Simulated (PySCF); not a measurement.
A small calculation by hand: oscillator strength and radiative lifetime

CH9ClOSi3, SMILES O([SiH2]C)[Si@H]([SiH3])Cl.

Coordinates come from a PBE-D3(BJ)/def2-SVP optimisation. The structure was generated by enumeration; whether it is a known compound was not checked. Other conformers were not sampled.

TDA-M06-2X/def2-SVPD (PySCF) puts the first singlet state with f over 0.02 at 6.51 eV (vertical), with the transition dipole (-0.241, 0.222, -0.247) in atomic units.

Q: Find the oscillator strength, the wavelength and the radiative lifetime that this transition would have in vacuum if emission retraced absorption.

A: 
|μ|² = 0.1684 au, so |μ| = 1.04 D. ΔE = 6.51/27.211 = 0.2392 hartree. f = (2/3) ΔE |μ|² = 0.027 (the program prints 0.027).
λ = 1239.84/6.51 = 190 nm; ν = 52507 cm⁻¹.
Einstein's coefficient A = 0.6670 ν² f s⁻¹ (ν in cm⁻¹) = 4.9e7 s⁻¹, so τ = 1/A = 20 ns. This state is S1. The figure is the radiative limit of this one transition; relaxation, internal conversion, crossing to triplets and a medium change what is measured.
